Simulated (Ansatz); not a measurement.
H3NOZn, SMILES `[NH2][Zn][OH]`, relaxed with RKS PBE0-D4/def2-TZVP in Ansatz 0.2.0 from a GFN2-xTB geometry. The force threshold is 0.005 eV/Å; the program also tests the step.

Total charge 0; spin multiplicity 1.

Start:

```xyz
6

N    -0.925   -1.052   -0.071
Zn    0.382    0.219    0.028
O     0.811    1.881   -0.025
H    -1.156   -1.524    0.793
H    -0.798   -1.779   -0.761
H     1.686    2.255    0.037
```

By how much does the energy fall, and how many steps does the optimiser take? (An estimate is asked.)

Ansatz gave: 21.05 kJ/mol, in 7 steps, 1 of them rejected.

Which bonds change most? (Best estimate.)

Computed: Zn2–O3 from 1.717 to 1.771 Å; N1–Zn2 from 1.826 to 1.810 Å; O3–H6 from 0.953 to 0.958 Å; N1–H5 from 1.010 to 1.011 Å.

Give the relaxed structure. (An estimate is asked.)

Computed: 
```xyz
6

N    -0.941   -1.089   -0.059
Zn    0.064    0.416   -0.043
O     0.840    2.007   -0.091
H    -1.042   -1.565    0.827
H    -0.695   -1.781   -0.753
H     1.775    2.012    0.119
```
